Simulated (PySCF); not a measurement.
A run for PySCF: R-B3LYP/3-21G on H7NOSi (a complex), monomers drawn apart or pushed together.

```python
from pyscf import gto, scf, dft, mp
from pyscf.data.elements import chemcore

mol = gto.M(
    atom='''
    N     0.43977806   -0.21666562    0.10687710
    H     0.43347886    0.73462224   -0.24371592
    H     1.25902548   -0.67880333   -0.27211663
    H    -0.37811970   -0.68783892   -0.26326018
    O     0.49760306   -0.29011001    3.64846866
    Si   -0.67203404    0.38452036    4.57092715
    H     0.41935536   -0.23422462    2.66903501
    H    -0.81138327    1.84762749    4.33302862
    H    -0.30179870    0.16669679    5.98659975
    H    -2.00985189   -0.22210512    4.32822162
    ''',
    basis='3-21g',
    charge=0, spin=0, verbose=3, max_memory=1800)
mf = dft.RKS(mol, xc='b3lyp')
mf.conv_tol = 1e-8
mf.max_cycle = 100
mf.kernel()
if not mf.converged:
    mf = mf.newton().run(mf.mo_coeff, mf.mo_occ)
```

It printed:

```
converged SCF energy = -421.425326211793
```

Self-consistency was reached.

Cost: very roughly 3 core-seconds.
